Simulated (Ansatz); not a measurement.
ClH4N3W, SMILES `[NH]=[W](=[NH])([NH2])[Cl]`. The species carries charge 0 and has multiplicity 1. W: def2 effective core potential. The structure was optimised at the PBE0-D4/def2-TZVP level. It is one conformer, not always the lowest.

```xyz
9

N     1.371   -0.995    0.487
W    -0.163   -0.418   -0.119
N    -0.076    0.207   -1.749
N    -0.694    1.061    1.019
Cl   -1.677   -2.152   -0.073
H     2.350   -1.228    0.451
H     0.359    0.429   -2.631
H    -1.147    1.891    0.669
H    -0.323    1.205    1.945
```

Problem. What is the dipole moment at B3LYP/def2-TZVPP? (Best estimate.)

Solution. Ansatz gave: 3.17 D, with components (1.67, 2.67, 0.36) D in this frame, pointing from negative to positive charge.

Problem. And with PBE, r2SCAN, ωB97M-V? (An estimate is asked.)

Solution. Computed: PBE 3.15 D, r2SCAN 3.21 D, ωB97M-V 3.19 D.

Problem. Give the Mulliken charges with B3LYP, r2SCAN, PBE in def2-TZVPP. (Estimate.)

Solution. Computed: 
```json
{"atom": "N1", "B3LYP": "-0.42", "r2SCAN": "-0.45", "PBE": "-0.37"}
{"atom": "W2", "B3LYP": "0.90", "r2SCAN": "0.95", "PBE": "0.70"}
{"atom": "N3", "B3LYP": "-0.42", "r2SCAN": "-0.45", "PBE": "-0.37"}
{"atom": "N4", "B3LYP": "-0.43", "r2SCAN": "-0.47", "PBE": "-0.40"}
{"atom": "Cl5", "B3LYP": "-0.30", "r2SCAN": "-0.31", "PBE": "-0.28"}
{"atom": "H6", "B3LYP": "0.17", "r2SCAN": "0.18", "PBE": "0.18"}
{"atom": "H7", "B3LYP": "0.17", "r2SCAN": "0.18", "PBE": "0.18"}
{"atom": "H8", "B3LYP": "0.17", "r2SCAN": "0.18", "PBE": "0.18"}
{"atom": "H9", "B3LYP": "0.17", "r2SCAN": "0.18", "PBE": "0.18"}
```

B3LYP here is the variant with VWN-RPA as its local correlation; programs differ in this.
